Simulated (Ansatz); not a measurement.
The lowest doublet and quartet of C2H3 (SMILES [C]C); geometries from B3LYP-D3(BJ)/def2-TZVP, each state relaxed from the structure named, with no frequency check.
Doublet (charge 0, multiplicity 2):
```xyz
5

C      0.88652     0.19593     0.22243
C     -0.46941    -0.14144    -0.10388
H     -0.62364    -0.88918    -0.89435
H     -0.71417     0.85119    -0.55110
H     -1.16489    -0.28895     0.73415
```
Quartet (charge 0, multiplicity 4):
```xyz
5

C      0.927     0.098     0.272
C     -0.497    -0.053    -0.146
H     -0.596    -0.867    -0.872
H     -0.858     0.873    -0.607
H     -1.126    -0.279     0.722
```

A positive gap puts the quartet lower; no zero-point energy. U- takes an unrestricted doublet. The quartet is unrestricted in single-reference levels. Active spaces average the two states.

Correlated levels freeze the cores.

Codes used: Ansatz (a program for electronic structure). Each number belongs to the level named beside it.

U-PBE/def2-TZVPP gives -131.3 kJ/mol for the gap E(doublet) − E(quartet), adiabatic.

Q: Predict the shift from PBE, with its sign, for: U-r2SCAN/def2-TZVPP, U-B3LYP/def2-TZVPP, U-wB97M-V/def2-TZVPP, U-B2PLYP/def2-TZVPP, SC-NEVPT2 on SA-CASSCF(3,3)/cc-pVQZ, FIC-MRCISD+Q on SA-CASSCF(3,3)/cc-pVTZ.

A: U-r2SCAN/def2-TZVPP 34.0; U-B3LYP/def2-TZVPP -16.8; U-wB97M-V/def2-TZVPP -17.5; U-B2PLYP/def2-TZVPP -7.1; SC-NEVPT2 on SA-CASSCF(3,3)/cc-pVQZ 7.2; FIC-MRCISD+Q on SA-CASSCF(3,3)/cc-pVTZ 13.2 kJ/mol. 3 of 6 lie above PBE; the widest gap is to U-r2SCAN/def2-TZVPP.
